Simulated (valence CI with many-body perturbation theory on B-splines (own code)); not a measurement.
## E1 transitions of Ge17+

Computed by relativistic CI+MBPT: five valence electrons over a frozen Dirac-Fock core [Ne], radial functions for each j: 11 s, 11 p, 10 d, 8 f, 5 g, 2 h, with the one-electron correlation potential Σ1 (screened to all orders), the two-electron term Σ2, the three-electron term Σ3, Breit, model QED; selected single and double excitations, second order for the rest, scaled by the run's own slope (own B-spline code, finite nucleus).

No measured spectrum was set against this ion. As an estimate, levels of excited configurations hold to 0.05 to 0.15 % of their energy, terms of the ground configuration to about 0.5 %. Among the levels kept, up to 3300 cm⁻¹ of a level comes from second order outside the variational space, and about a tenth of that is noise between levels of different J, which matters for small intervals.

Lines 1 to 50 of 588 in falling wavelength, among levels below 1558400 cm⁻¹, chosen from the strongest by gf and those to the six lowest levels. Wavelengths and rates use the calculated energies, so an error of 300 cm⁻¹ moves a line at 34.23 nm by 0.1 % and its rate by three times that or more. Electric multipoles are in the length gauge with retardation, E1 and E2 with the static RPA response of the core. Weak lines are less certain than strong ones. Lines between different terms over intervals too small for the method are left out, as are lines whose strength nearly cancels. Where a level lies close to another of its J and parity, the split of strength between their lines is uncertain. The highest levels of a list are the least certain.

Names give the largest LS component (configuration and term), which can be under half, so a name can repeat, a term be missing and a line seem to break the LS rules; names also repeat where a configuration has a term twice. Letters in brackets count levels of one name in rising energy.

```
λ vac (nm)                   Upper                  Lower   A (s⁻¹)  S (a.u.)
     34.23           3p4 3d 4F_9/2  3s 3p3 3d 4D°_7/2 [d]  8.33e+08  1.65e-01
     34.02           3s 3p4 4P_3/2        3s2 3p3 2P°_3/2  6.42e+07  4.99e-03
     31.68           3p4 3d 4F_9/2  3s 3p3 3d 2F°_7/2 [b]  7.30e+08  1.14e-01
     31.21           3p4 3d 4F_9/2  3s 3p3 3d 2G°_9/2 [b]  6.15e+08  9.24e-02
     30.00           3s 3p4 4P_1/2        3s2 3p3 2P°_1/2  1.30e+08  3.45e-03
     29.99           3s 3p4 4P_5/2        3s2 3p3 2D°_5/2  1.48e+08  1.19e-02
     28.50           3s 3p4 4P_5/2        3s2 3p3 2D°_3/2  2.26e+08  1.55e-02
     28.41           3p4 3d 4F_7/2  3s 3p3 3d 2G°_7/2 [b]  1.90e+09  1.72e-01
     27.57           3s 3p4 4P_3/2        3s2 3p3 2D°_5/2  6.05e+07  2.50e-03
     27.53           3s 3p4 2D_3/2        3s2 3p3 2P°_3/2  7.54e+07  3.11e-03
     27.36             3p5 2P°_3/2  3s2 3p2 3d 2P_3/2 [a]  3.31e+09  1.34e-01
     26.75           3s 3p4 2D_5/2        3s2 3p3 2P°_3/2  1.06e+09  6.01e-02
     25.99   3s 3p3 3d 4F°_9/2 [a]      3s2 3p2 3d 4F_9/2  1.22e+09  1.05e-01
     25.54           3p4 3d 2D_3/2  3s 3p3 3d 4P°_5/2 [b]  3.12e+09  1.03e-01
     25.44           3s 3p4 2D_3/2        3s2 3p3 2P°_1/2  3.58e+08  1.16e-02
     25.34           3p4 3d 4F_9/2  3s 3p3 3d 4F°_9/2 [b]  2.29e+09  1.84e-01
     24.55           3s 3p4 4P_5/2        3s2 3p3 4S°_3/2  2.79e+09  1.22e-01
     24.32           3p4 3d 4F_7/2  3s 3p3 3d 4F°_7/2 [b]  1.65e+09  9.39e-02
     23.66             3p5 2P°_3/2          3s 3p4 2D_5/2  6.73e+09  1.76e-01
     23.44       3s 3p3 3d 4S°_3/2      3s2 3p2 3d 4P_5/2  3.53e+09  8.96e-02
     23.36      3s 3p3 3d 4G°_11/2      3s2 3p2 3d 4F_9/2  6.22e+09  4.70e-01
     23.21   3s2 3p2 3d 2P_3/2 [a]        3s2 3p3 2P°_3/2  8.30e+08  2.05e-02
     23.15           3s 3p4 2D_3/2        3s2 3p3 2D°_5/2  5.04e+07  1.23e-03
     22.90           3s 3p4 4P_3/2        3s2 3p3 4S°_3/2  3.74e+09  8.88e-02
     22.76       3s 3p3 3d 4G°_9/2      3s2 3p2 3d 4F_7/2  6.92e+09  4.03e-01
     22.60           3s 3p4 2D_5/2        3s2 3p3 2D°_5/2  5.05e+09  1.72e-01
     22.45           3p4 3d 4F_7/2  3s 3p3 3d 2G°_9/2 [a]  1.86e+09  8.29e-02
     22.44   3s 3p3 3d 4D°_7/2 [c]      3s2 3p2 3d 4P_5/2  1.47e+09  6.55e-02
     22.42           3s 3p4 4P_1/2        3s2 3p3 4S°_3/2  4.09e+09  4.56e-02
     22.37  3s2 3p 3d2 4G°_7/2 [b]  3s2 3p2 3d 2F_7/2 [b]  1.90e+09  8.42e-02
     22.25           3s 3p4 2D_3/2        3s2 3p3 2D°_3/2  7.01e+09  1.53e-01
     22.10       3s 3p3 3d 4G°_7/2      3s2 3p2 3d 4F_5/2  7.21e+09  3.07e-01
     22.06   3s 3p3 3d 4F°_9/2 [b]      3s2 3p2 3d 4D_7/2  3.32e+09  1.76e-01
     21.78           3p4 3d 4F_9/2     3s 3p3 3d 4G°_11/2  7.81e+09  3.99e-01
     21.77   3s 3p3 3d 2G°_9/2 [a]  3s2 3p2 3d 2F_7/2 [a]  3.78e+09  1.93e-01
     21.72       3s 3p3 3d 4G°_5/2      3s2 3p2 3d 4F_3/2  7.14e+09  2.17e-01
     21.70   3s2 3p2 3d 2P_3/2 [a]        3s2 3p3 2P°_1/2  8.51e+08  1.72e-02
     21.45           3p4 3d 4D_7/2  3s 3p3 3d 4F°_9/2 [a]  1.13e+10  4.42e-01
     21.42           3p4 3d 4F_9/2      3s 3p3 3d 4G°_9/2  2.34e+09  1.14e-01
     21.41       3s 3p4 2S_1/2 [a]        3s2 3p3 2P°_1/2  6.29e+09  6.09e-02
     21.30   3s 3p3 3d 2G°_7/2 [a]  3s2 3p2 3d 2F_5/2 [a]  2.84e+09  1.08e-01
     21.21   3s 3p3 3d 2P°_3/2 [b]  3s2 3p2 3d 2P_1/2 [b]  3.32e+09  6.25e-02
     21.19           3p4 3d 4D_5/2  3s 3p3 3d 4F°_7/2 [a]  1.12e+10  3.15e-01
     21.14   3s 3p3 3d 2D°_5/2 [d]  3s2 3p2 3d 2P_3/2 [b]  2.11e+09  5.91e-02
     20.96   3s 3p3 3d 4F°_7/2 [b]      3s2 3p2 3d 4D_5/2  4.90e+09  1.78e-01
     20.91           3p4 3d 4F_7/2      3s 3p3 3d 4G°_9/2  4.13e+09  1.49e-01
     20.90   3s 3p3 3d 2P°_3/2 [a]          3s 3p4 2P_3/2  3.95e+09  7.12e-02
     20.83   3s 3p3 3d 2G°_7/2 [b]      3s2 3p2 3d 2G_7/2  6.82e+09  2.43e-01
     20.80           3p4 3d 4D_3/2  3s 3p3 3d 4F°_5/2 [a]  1.12e+10  1.98e-01
     20.80       3s 3p4 2S_1/2 [b]        3s2 3p3 2P°_3/2  9.21e+09  8.18e-02
```
